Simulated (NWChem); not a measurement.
# HfO2; SMILES [O]=[Hf]=[O]

Program: NWChem. Geometry: optimised at PBE-D3(BJ)/def2-SVP. def2 effective core potentials on Hf; no spin-orbit coupling.

For level BLYP/def2-SVP:

```yaml
highest occupied level (eV): -5.09
orbital gap (eV): 0.93
dipole (D): 7.15
```

Q: What are these values for level PW6B95/def2-SVP?

A: 
- highest occupied level (eV) = -6.75
- orbital gap (eV) = 3.31
- dipole (D) = 8.11
